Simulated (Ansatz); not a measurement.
Cost and result for the atomization energy of C₄H₆BN (12 atoms, 11 bonds).

```xyz
12

C     1.1971    1.3951   -0.5936
C     0.0800    1.0323    0.3866
B    -0.6302   -0.2868    0.1593
C    -1.3083   -1.4901   -0.0408
C    -0.8474   -2.7106    0.4919
N    -0.4616   -3.7065    0.9328
H     1.6348    2.3620   -0.3397
H     0.8210    1.4520   -1.6161
H     1.9926    0.6490   -0.5747
H     0.4495    1.0149    1.4219
H    -0.7033    1.8046    0.3993
H    -2.2241   -1.5157   -0.6269
```

The species carries charge 0 and has multiplicity 1. The bonds changed during the relaxation, so this is another structure than the one it started from. The geometry is a stationary point of PBE0-D4/def2-TZVP. It is one conformer, not always the lowest. Program: Ansatz. All runs use 4 threads of an Arm Neoverse V2 on a shared host. Times are those of one run each, without the atoms' runs, and a repeat can differ threefold. Electronic energies, without spin–orbit coupling; frozen cores. CCSD(T)/CBS adds CCSD(T) − MP2 in def2-TZVPP to the MP2 limit, and its time is that of the two runs behind it. T1 = 0.014. B3LYP takes the VWN-RPA correlation (the form of Gaussian; ORCA's B3LYP/G).

CCSD(T)/CBS is a level of theory with its own doubt, some kJ/mol a heavy atom from the limit and from the frozen cores, so smaller differences don't rank the functionals.

```
                             level  functions  wall time
   PBE-D4/def2-TZVPP (with forces)        270      2.1 s
                PBE0-D4/def2-TZVPP        270      2.4 s
 B3LYP-D4/def2-TZVPP (with forces)        270        4 s
r2SCAN-D4/def2-TZVPP (with forces)        270        4 s
                 B2PLYP/def2-TZVPP        270      4.9 s
                ωB97X-V/def2-TZVPP        270        7 s
  ωB97M-V/def2-TZVPP (with forces)        270      9.5 s
                    MP2/def2-QZVPP        522       22 s
                CCSD(T)/def2-TZVPP        270      3 min
                 CCSD(T)/CBS(def2)          –    3.3 min
```

**Question.** What atomization energy does each give, and how far from CCSD(T)/CBS? (Estimate.)

**Answer.** The calculation gave: 
```tsv
level	atomization (kJ/mol)	difference from CCSD(T)/CBS	per bond
PBE-D4/def2-TZVPP (with forces)	5339.8	210.4	19.1
PBE0-D4/def2-TZVPP	5221.5	92.1	8.4
B3LYP-D4/def2-TZVPP (with forces)	5184.9	55.5	5.0
r2SCAN-D4/def2-TZVPP (with forces)	5184.3	54.9	5.0
B2PLYP/def2-TZVPP	5133.8	4.4	0.4
ωB97X-V/def2-TZVPP	5160.2	30.8	2.8
ωB97M-V/def2-TZVPP (with forces)	5181.5	52.1	4.7
MP2/def2-QZVPP	5205.1	75.7	6.9
CCSD(T)/def2-TZVPP	5006.1	-123.3	-11.2
CCSD(T)/CBS(def2)	5129.4	0.0	0.0
```

From PBE to PBE0 (25 % exact exchange), in def2-TZVPP and without D4, the atomization energy moves by −115.0 kJ/mol: exact exchange takes away binding that semilocal exchange gives to molecules. In def2-TZVPP, CCSD(T) changes the Hartree–Fock value by +1239.9 kJ/mol (the triples alone add +89.9 kJ/mol) and MP2 by +1366.3 kJ/mol; breaking electron pairs costs correlation energy, which Hartree–Fock lacks. The D4 term adds +34.3 kJ/mol with B3LYP and +18.2 kJ/mol with PBE0; it sums over pairs of atoms, weighted by their polarisabilities, and B3LYP, whose exchange is more repulsive, gets the larger term.
